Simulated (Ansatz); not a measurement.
The inner images of a band of Cl2H2Sn (5 atoms, charge 0, multiplicity 1) are given out of order.

These are results of RKS PBE/def2-SVP (Ansatz), not measurements.

Initial state:

```xyz
5
Properties=species:S:1:pos:R:3
Sn 0.192 0.041 0.317
H -0.005 -0.076 2.022
Cl 2.513 -0.024 -0.141
H -0.461 1.407 -0.501
Cl -0.763 -1.895 -0.651
```

Final state:

```xyz
5
Properties=species:S:1:pos:R:3
Sn -0.968 0.482 0.154
H 1.729 -0.662 1.922
Cl 1.929 0.232 0.999
H -0.178 1.191 -1.313
Cl -1.035 -1.789 -0.717
```

Problem. Put them in order from the first end to the last, with their energies above the first end.
A.
```xyz
5
Properties=species:S:1:pos:R:3
Sn -0.058 0.051 0.323
H 0.667 -0.103 1.855
Cl 2.401 0.018 0.316
H -0.591 1.355 -0.678
Cl -0.941 -1.867 -0.770
```
B.
```xyz
5
Properties=species:S:1:pos:R:3
Sn 0.115 0.043 0.289
H 0.322 -0.094 1.977
Cl 2.483 0.009 0.108
H -0.554 1.352 -0.612
Cl -0.890 -1.857 -0.717
```
C.
```xyz
5
Properties=species:S:1:pos:R:3
Sn -0.880 0.269 0.261
H 1.725 -0.244 2.070
Cl 2.076 0.011 0.846
H -0.334 1.232 -1.167
Cl -1.110 -1.814 -0.965
```
D.
```xyz
5
Properties=species:S:1:pos:R:3
Sn -0.680 0.140 0.407
H 1.367 -0.097 1.715
Cl 2.304 -0.027 0.783
H -0.504 1.295 -0.956
Cl -1.010 -1.858 -0.905
```
E.
```xyz
5
Properties=species:S:1:pos:R:3
Sn -0.298 0.057 0.406
H 0.968 -0.104 1.675
Cl 2.351 0.023 0.499
H -0.598 1.361 -0.716
Cl -0.947 -1.883 -0.820
```

Solution. B (+0.21 eV), A (+0.95 eV), E (+1.51 eV), D (+0.90 eV), C (+0.76 eV).

Run time: 98 s on 1 thread of Arm Neoverse V1 (shared host), peak memory 0.12 GiB.
